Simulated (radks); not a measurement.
Q: All-electron atom: Nd+ in [Xe] 4f4 6s1 (the NIST ground configuration). Method: scalar-relativistic Kohn-Sham, LDA (Slater exchange, VWN5 correlation), spin-polarised, spherical densities, finite nucleus; open shells are filled with parallel spins first (spin-orbit coupling, left out, can overturn this in heavy ions); Fermi nuclear charge, rms radius 4.9123 fm; computed with a radial shooting solver on a logarithmic mesh with Libxc functionals. Some entries of the table are withheld. Estimate them.

orbital,occ.,eigenvalue (hartree),r(max) (bohr)
1s up,1,-1593.451,0.01511
1s down,1,-1593.450,0.01511
2s up,1,-257.9445,0.08558
2s down,1,-257.9431,0.08558
2p up,3,-230.7419,0.06894
2p down,3,-230.7409,0.06893
3s up,1,-56.11614,0.2440
3s down,1,-56.07517,0.2440
3p up,3,-47.53369,0.2389
3p down,3,-47.49308,0.2389
3d up,5,-35.58595,0.1960
3d down,5,-35.55397,0.1959
4s up,1,-11.34951,0.5653
4s down,1,-11.24508,0.5651
4p up,3,-8.53678,0.5901
4p down,3,-8.43202,0.5898
4d up,5,-4.53602,0.6188
4d down,5,-4.43153,0.6184
5s up,1,(1),1.315
5s down,1,(2),1.322
5p up,3,-1.05473,(3)
5p down,3,-1.00048,(4)
6s up,1,-0.32251,3.492
4f up,4,-0.32099,0.6629
6s down,0,-0.28853,3.542
4f down,0,-0.23079,0.6649

A: 
(1) 5s up eigenvalue (hartree): -1.73641
(2) 5s down eigenvalue (hartree): -1.66967
(3) 5p up r(max) (bohr): 1.491
(4) 5p down r(max) (bohr): 1.505
